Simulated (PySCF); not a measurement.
Molecule: SMILES COC1CCCCC1, C7H14O.

Bonds (- single, = double, # triple, : aromatic): C1-O2, O2-C3, C3-C4, C4-C5, C5-C6, C6-C7, C7-C8, C8-C3. C1 carries H9, H10, H11; C3 carries H12; C4 carries H13, H14; C5 carries H15, H16; C6 carries H17, H18; C7 carries H19, H20; C8 carries H21, H22. H14, H16, H18, H20, H21 are cis to O2 on the ring; H13, H15, H17, H19, H22 are trans to O2 on the ring.

Geometry PBE0-D3(BJ)/def2-SVP throughout; GIAO in PySCF 2.14.0 with density-fitted response routines, gas phase, one conformer, non-relativistic; equivalent atoms averaged; functional PBE0.

(1) How do the absolute shieldings σ depend on the basis set? (a selection of nuclei; ppm; last column core-seconds on shared hosts with different chips, so compare them loosely)

(2) Which nucleus among those listed moves most, in ppm?

(3) Taking the largest basis, aug-cc-pVDZ (310 functions), as the yardstick, rank the others by their worst heavy-atom deviation.

Answers

(1) 
```
    basis set  functions     C3  C5/C7  C4/C8     O2  H9/H10/H11    H12  H16/H20    H17  H15/H19  core-s
       STO-3G         54  172.6  208.2  208.6  369.8       30.91  31.55    31.64  31.75    32.07     4.6
     pcSseg-0        100  112.1  168.3  160.4  310.1       29.34  30.41    31.34  31.52    31.79      13
        6-31G        100  123.1  174.2  167.7  296.1       29.17  29.67    30.93  31.12    31.25     9.1
       6-31G*        140  119.6  169.4  163.2  302.4       28.71  28.93    30.31  30.47    30.66      13
      cc-pVDZ        182  118.3  169.6  163.1  299.0       28.12  28.65    29.69  29.86    30.20      28
     def2-SVP        182  117.7  169.2  162.3  304.8       28.24  28.80    29.87  30.03    30.38      26
     pcSseg-1        206  104.3  157.6  150.9  290.2       27.97  28.68    29.66  29.82    30.18      35
6-311+G(2d,p)        300  106.7  159.6  152.9  286.1       28.23  28.68    29.80  29.96    30.34      41
  aug-cc-pVDZ        310  117.2  168.0  161.6  295.7       27.99  28.56    29.58  29.76    30.14      82
```

(2) O2 (ether oxygen): from 286.1 ppm with 6-311+G(2d,p) to 369.8 ppm with STO-3G. The smallest spread is 1.92 ppm, at H15/H19. Proton shifts span only some 12 ppm, so a few tenths of a ppm matter as much there as several ppm in carbon.

(3) cc-pVDZ 3.3 ppm (182 functions), 6-31G 6.2 ppm (100 functions), 6-31G* 6.7 ppm (140 functions), def2-SVP 9.1 ppm (182 functions), 6-311+G(2d,p) 10.5 ppm (300 functions), pcSseg-1 12.9 ppm (206 functions), pcSseg-0 14.4 ppm (100 functions), STO-3G 74.1 ppm (54 functions).

A small basis that lands close on one nucleus may do so by chance; judge by the trend and by all nuclei.
